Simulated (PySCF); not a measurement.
C₄H₃O₃S (charge -1).
Z-matrix (Å and degrees, PBE0-D3(BJ)/def2-SVP geometry), rows numbered from 1:
```
C 
C   1  1.3372
C   2  1.4299  1  153.19
C   3  1.3275  2   62.89  1  -179.30
S   4  1.8025  2  149.70  3   175.17
O   5  1.4692  4  103.13  2    51.20
O   5  1.4699  4  103.43  2   171.77
O   5  1.4716  4  101.39  2   -68.51
H   1  1.0919  2  120.28  3   179.64
H   1  1.0931  2  121.08  3    -0.58
H   3  1.0880  2  150.09  4  -179.46
```

Level: wB97X-D/def2-SVPD in PySCF, non-relativistic, on one gas-phase PBE0-D3(BJ)/def2-SVP geometry that isn't relaxed in the solvent. The solvent is an IEF-PCM continuum (cavity from Bondi-type radii × 1.2). The model holds no explicit solvent molecules, cavitation or dispersion.

Gas phase at wB97X-D/def2-SVPD: HOMO -4.44 eV, LUMO 4.74 eV.

**Question.** What does the continuum do to the energy and the frontier levels at wB97X-D/def2-SVPD in chloroform and acetonitrile?

**Answer.** 
```tsv
solvent	ε	E(solvent) − E(gas) (kcal/mol)	polarisation term (kcal/mol)	distortion of the solute (kcal/mol)	HOMO (eV)	LUMO (eV)
chloroform	4.711	-45.61	-47.37	1.76	-7.30	1.82
acetonitrile	35.69	-57.57	-60.83	3.26	-7.96	1.15
```

Polarisation term: ½ Σ q·V over the induced surface charges. Distortion: the rise of the solute's own energy as its density leaves the gas-phase optimum. From chloroform to acetonitrile the lowering changes by a factor 1.26, Born's factor 1 − 1/ε by 1.23 and ε itself by 7.6.

**Question.** Which radius a makes Born's formula ΔE = −(q²/2a)(1 − 1/ε) give the value in acetonitrile?

**Answer.** a = q²(1 − 1/ε)/(2|ΔE|) = 2.80 Å, with q = -1 e and |ΔE| = 0.0917 Eh; the farthest nucleus lies 3.17 Å from the centroid of the nuclei. The formula assumes a point charge at the centre of a sphere.

**Question.** How does the static polarisability (wB97X-D/def2-SVPD, frozen core, with the continuum's full static response) change?

**Answer.** 
```tsv
medium	isotropic (au)	principal values (au)	⟨r²⟩ of the electrons (bohr²)
gas	85.3	63.8, 83.1, 109.2	1100.5
chloroform	104.1	77.9, 101.0, 133.4	1097.7
acetonitrile	113.2	86.1, 109.7, 143.8	1096.8
```

The isotropic value in acetonitrile is 1.33 times the gas-phase one; no cavity-field correction is applied. ⟨r²⟩ is taken about the centre of nuclear charge.

Note: wB97X-D ran without an empirical dispersion term, which enters the total energy and its gradient alone.
